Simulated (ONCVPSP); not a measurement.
## gallium (Ga): one change to an ONCV potential, before and after

gallium (Ga), optimised norm-conserving Vanderbilt (ONCV), made with ONCVPSP 4.0.1 (PBE, scalar-relativistic). Core [Ar] 3d10, reference 4s1.75 4p1.25. Waves: 4s: rc 2.05 bohr, ncon 4, nbas 8, qcut 3.8 1/bohr, 3 projectors, debl 0.8 Ha; 4p: rc 2.65 bohr, ncon 3, nbas 8, qcut 2.8 1/bohr, 2 projectors, debl 3.7 Ha; d scattering state at 0.41 Ha: rc 2.85 bohr, ncon 3, nbas 6, qcut 3.9 1/bohr, 1 projector. Local part: polynomial inside 1.90 bohr (lpopt 4, dvloc0 4 Ha). Core correction: Teter function, fcfact 4.5, rcfact 1.15.

Change: all radii but the core radius scaled by about 0.81 (s 1.64, p 2.14, d 2.30 bohr); local potential polynomial inside 1.52 bohr (lpopt 4, dvloc0 4 Ha).

Cutoffs: the cutoffs (Ha) at which the residual kinetic energy of the hardest occupied pseudo-wave falls to 1 and 0.1 mHa per electron; they do not see the model core or the augmentation charge, which bear on the density cutoff. Errors are all-electron minus pseudo energies relative to the spin-unpolarised reference configuration.

Q: How do hardness, ghosts and transferability respond?

A: The potential gets harder (6.4 Ha and 21 Ha → 7.4 Ha and 25 Ha); a bound ghost appears in s, which as a rule spoils a file; of the 4 tests that both files solve, the error grows in 1 and shrinks in 1 by more than 15 % and 0.3 meV (median size 5.2 → 4.8 meV). A smaller radius makes the pseudo-wave follow the all-electron one further in, where it bends more sharply, so more plane waves are needed.

```tsv
quantity	base	changed
cutoff, loose	6.4 Ha	7.4 Ha
cutoff, tight	21 Ha	25 Ha
loose cutoff by channel	s 6.4 Ha, p 2.2 Ha	s 7.4 Ha, p 2.4 Ha
bound ghosts	none	s
GHOST(+) flags under 300 eV	none	none
error for 4s2 4p1, meV [ΔE -1.60 eV]	+0.3	+0.4
error for 4s2 4p0, meV [ΔE 4.08 eV]	+15	+19
error for 4s1 4p0, meV [ΔE 25.21 eV]	-8.8	+8.7
error for 4s1 4p2, meV [ΔE 4.93 eV]	+1.7	+0.9
rms error of d²Exc/dni dnj with the model core, mHa	3.66	3.78
```

 A true bound ghost makes a file unfit for plane-wave use even where its test errors are small: the radial tests pick states by their node count and pass the ghost by.
